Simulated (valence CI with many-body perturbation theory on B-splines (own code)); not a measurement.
# Basis-set convergence for Xe¹⁴⁺

Calculated by valence CI with perturbative core correlation (CI+MBPT): four valence electrons over a frozen Dirac-Fock core [Kr], radial functions for each j: 7 s, 7 p, 8 d, 6 f, 4 g, 1 h, with the one-electron correlation potential Σ1 (screened to all orders), the two-electron term Σ2, the three-electron term Σ3, Breit, model QED; selected single and double excitations, second order for the rest, scaled by the run's own slope (own B-spline code, finite nucleus).

No measured levels were compared; by estimate terms of the open shell hold to 2 to 4 % of their energy, and close levels can change places. Only levels of the ground parity were solved; by the run's estimate the other parity begins above the list, which can be wrong where configurations are misplaced.

The reference run has the lowest level 4d4 5D_0 and an ionisation energy of 344.565 eV. Its largest variational space holds 19983 state functions.

Names give the largest LS component (configuration and term), which can be under half, so a name can repeat, a term be missing and a line seem to break the LS rules; names also repeat where a configuration has a term twice. Letters in brackets count levels of one name in rising energy.

Changed runs:
A. basis 6 s, 6 p, 5 d, 5 f, 1 g
B. basis 5 s, 5 p, 4 d, 4 f

Excitation energies of the reference run in cm⁻¹, and shifts in cm⁻¹:

| Level | Reference | A | B |
| --- | --- | --- | --- |
| 4d4 5D_1 | 7800 | -92 | -214 |
| 4d4 5D_2 | 14883 | -125 | -274 |
| 4d4 5D_3 | 20641 | -115 | -225 |
| 4d4 5D_4 | 24781 | -48 | -42 |
| 4d4 3P_0 [a] | 38088 | +189 | +529 |
| 4d4 3H_4 | 40045 | +133 | +660 |
| 4d4 3G_3 | 47951 | +167 | +846 |
| 4d4 3H_5 | 49745 | +129 | +772 |
| 4d4 3F_2 [a] | 50563 | +236 | +998 |
| 4d4 3P_1 [a] | 51737 | +209 | +825 |
| 4d4 3H_6 | 54150 | +160 | +864 |
| 4d4 3G_4 | 59160 | +157 | +837 |
| Ionisation energy (eV) | 344.565 | -0.050 | -0.116 |
